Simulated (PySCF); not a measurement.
Compound: C₆H₁₀FO (doublet state).
Cartesian coordinates in Å at the GFN2-xTB level; atoms count from 1:
```
atom  x, y, z in Å
F1     1.5061    0.2402    1.5515
C2     1.5693   -0.1392    0.1781
C3     1.3551    1.0077   -0.7160
O4     0.2019    1.7021   -0.8869
C5    -0.8928    1.4270   -0.0404
C6    -1.5214    0.0490   -0.2681
C7    -0.8060   -1.0638    0.4925
C8     0.6121   -1.3257   -0.0082
H9     2.6034   -0.4790    0.0481
H10    2.1780    1.4644   -1.2344
H11   -0.5921    1.5302    1.0097
H12   -1.6170    2.2107   -0.2794
H13   -2.5594    0.0926    0.0660
H14   -1.5186   -0.1649   -1.3394
H15   -0.7660   -0.8066    1.5530
H16   -1.3815   -1.9868    0.3941
H17    1.0217   -2.1773    0.5389
H18    0.5984   -1.5744   -1.0710
```

The hyperfine couplings belong to this conformer and change with its torsions.

As a line formula: `F[C@@H]1[CH]OCCCC1` [radical].

Computed with PySCF 2.14.0, UKS B3LYP, pcH-1 on C F H O, non-relativistic, mean-field spin-orbit, GIAO. The structure is a single GFN2-xTB conformer in the gas phase; no vibrational or solvent corrections. Couplings are sensitive to structure, and on GFN2-xTB geometries they can be far from those on DFT ones. The SCF solution wasn't tested for stability.

(1) Where do the isotropic ENDOR lines of C3, C8, C6, C2, C5, F1, H10, H11, H17 and H18 fall at 1215.6 mT, to first order?

(2) Which pairs are centred on the nuclear Larmor frequency, and which on half the coupling?

(3) At what field would the lower line of C8 fall to zero frequency?

Results:

(1) For S = 1/2 in fast tumbling each set of equivalent nuclei gives two lines, ν± = |νn ± a/2| to first order, with νn = g_N μN B/h and μN/h = 7.62259 MHz/T.

| nuclei | isotope | g_N | νn (MHz) | a_iso (MHz) | lower line (MHz) | upper line (MHz) |
| --- | --- | --- | --- | --- | --- | --- |
| C3 | 13C | 1.4048 | 13.02 | 81.14 | 27.55 | 53.59 |
| C8 | 13C | 1.4048 | 13.02 | 28.10 | 1.03 | 27.07 |
| C6 | 13C | 1.4048 | 13.02 | 13.91 | 6.06 | 19.97 |
| C2 | 13C | 1.4048 | 13.02 | -12.15 | 6.94 | 19.09 |
| C5 | 13C | 1.4048 | 13.02 | -2.67 | 11.68 | 14.35 |
| F1 | 19F | 5.2577 | 48.72 | 374.24 | 138.40 | 235.84 |
| H10 | 1H | 5.5857 | 51.76 | -53.80 | 24.86 | 78.66 |
| H11 | 1H | 5.5857 | 51.76 | 15.16 | 44.18 | 59.34 |
| H17 | 1H | 5.5857 | 51.76 | 7.80 | 47.86 | 55.66 |
| H18 | 1H | 5.5857 | 51.76 | 6.46 | 48.53 | 54.99 |

The rows for 13C, of low natural abundance, apply to labelled samples.

(2) Centred on νn, since |a| < 2νn: C6, C2, C5, H10, H11, H17 and H18. Centred on |a|/2 and split by 2νn: C3, C8 and F1.

(3) Where νn = |a|/2, that is B = 14.05 MHz/(1.4048 × 7.62259 MHz/T) = 1310 mT, as far as first order holds there.

Couplings of abundant isotopes left out: H9 (-1.8 MHz), H13 (-1.6 MHz), H12 (-0.9 MHz) and H14 (-0.9 MHz).

The Mulliken spin populations are largest on C3 (+0.83) and O4 (+0.14). C3 is the only atom above +0.15. The angles at C3 add up to 359.6°, so it is planar; its axial dipolar tensor and the negative coupling of its proton fit spin in a p orbital normal to that plane.

Hardware: an Arm Neoverse V2 with one thread, shared host with 96 logical CPUs at a one-minute load of 78. Cost: 97 s of wall time (grids of density and orbitals included), 0.96 GiB resident at most.
